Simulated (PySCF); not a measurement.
Gas-phase thermal properties of WO₃

Energies from PySCF (xtb for GFN2), thermal terms from the rigid-rotor harmonic-oscillator model, ideal gas at 1 bar. All species are closed-shell singlets. W: scalar-relativistic def2 core potential, no spin-orbit coupling. The harmonic model lacks anharmonicity and excited electronic states, which grow with temperature; levels with a mode under 35 cm⁻¹ are left out.

```json
[
 {"level": "GFN2-xTB", "point group": "C3v", "σ": "3", "ZPE (kJ/mol)": "15.3", "S°298 (J/mol/K)": "307.3", "Cp298 (J/mol/K)": "67.7", "S°1000 (J/mol/K)": "399.5", "H1000 − H298 (kJ/mol)": "54.3"},
 {"level": "PBE/def2-SVP", "point group": "C3v", "σ": "3", "ZPE (kJ/mol)": "22.8", "S°298 (J/mol/K)": "289.8", "Cp298 (J/mol/K)": "59.2", "S°1000 (J/mol/K)": "375.7", "H1000 − H298 (kJ/mol)": "51.2"},
 {"level": "PBE0/def2-TZVP", "point group": "C3v", "σ": "3", "ZPE (kJ/mol)": "23.8", "S°298 (J/mol/K)": "289.4", "Cp298 (J/mol/K)": "58.4", "S°1000 (J/mol/K)": "374.4", "H1000 − H298 (kJ/mol)": "50.7"}
]
```
σ: rotational symmetry number. Electronic degeneracy used: 1. Frequencies are unscaled.
